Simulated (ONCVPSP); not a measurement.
Pd, ONCV: configuration errors across variants

ONCVPSP 4.0.1 input, shortened (lines: element, Z, core and valence counts, functional; n l f; lmax; l rc ep ncon nbas qcut; lloc lpopt rc5 dvloc0; l nproj debl; icmod fcfact rcfact), LDA (Perdew-Zunger), scalar-relativistic:

```
  Pd 46.00    6    4        3      upf
    1    0    2.00
    2    0    2.00
    2    1    6.00
    3    0    2.00
    3    1    6.00
    3    2   10.00
    4    0    2.00
    4    1    6.00
    4    2    9.00
    5    0    1.00
    3
    0    1.85    0.00    3    7    6.20
    1    1.40    0.00    3    8   10.50
    2    1.30    0.00    4    9    8.40
    3    1.40    0.22    3    7    8.50
    4    5    0.90    1.00
    0    3    2.70
    1    2    0.60
    2    2    2.70
    3    2    2.20
    1    0.70    0.00
```

In the p channel the program set the typed energies aside and used -2.006, 0.250 Ha.

All-electron excitation energies from the reference (eV): (1) 4s2 4p6 4d10 5s0 -1.436; (2) 4s2 4p6 4d9 5s0 7.953; (3) 4s2 4p6 4d8 5s0 29.034; (4) 4s2 4p6 4d8 5s1 12.360.

Errors AE − PS in meV (a dash: test not solved or not reliable):

| change | (1) | (2) | (3) | (4) | bound ghosts | GHOST(+) flags above zero |
| --- | --- | --- | --- | --- | --- | --- |
| base | -3.9 | -2.7 | -3.6 | -0.6 | none | s |
| all radii but the core radius scaled by about 0.78 (s 1.44, p 1.10, d 1.02, f 1.10 bohr); local potential polynomial inside 0.70 bohr (lpopt 5, dvloc0 1 Ha) | -4.2 | -2.1 | -1.5 | +1.0 | none | s, p |
| all radii but the core radius scaled by about 0.88 (s 1.64, p 1.24, d 1.14, f 1.24 bohr); local potential polynomial inside 0.80 bohr (lpopt 5, dvloc0 1 Ha) | -3.9 | -2.4 | -2.8 | -0.1 | none | s |
| all radii but the core radius scaled by about 0.94 (s 1.76, p 1.32, d 1.22, f 1.32 bohr); local potential polynomial inside 0.86 bohr (lpopt 5, dvloc0 1 Ha) | -3.9 | -2.6 | -3.3 | -0.4 | none | s |
| all radii but the core radius scaled by about 1.09 (s 2.00, p 1.52, d 1.42, f 1.52 bohr); local potential polynomial inside 0.98 bohr (lpopt 5, dvloc0 1 Ha) | -3.8 | -2.9 | -3.9 | -0.5 | none | s |
| all radii but the core radius scaled by about 1.17 (s 2.16, p 1.64, d 1.52, f 1.64 bohr); local potential polynomial inside 1.06 bohr (lpopt 5, dvloc0 1 Ha) | -3.8 | -3.0 | -4.1 | +0.1 | none | s |
| all radii but the core radius scaled by about 1.31 (s 2.42, p 1.84, d 1.70, f 1.84 bohr); local potential polynomial inside 1.18 bohr (lpopt 5, dvloc0 1 Ha) | -2.5 | -3.0 | -6.0 | +0.4 | none | none |

Q: Give the same row for: all radii but the core radius scaled by about 1.25 (s 2.32, p 1.76, d 1.62, f 1.76 bohr); local potential polynomial inside 1.12 bohr (lpopt 5, dvloc0 1 Ha).

A: -2.6, -3.0, -6.1, -0.5; bound ghosts: none; GHOST(+) flags above zero: s.
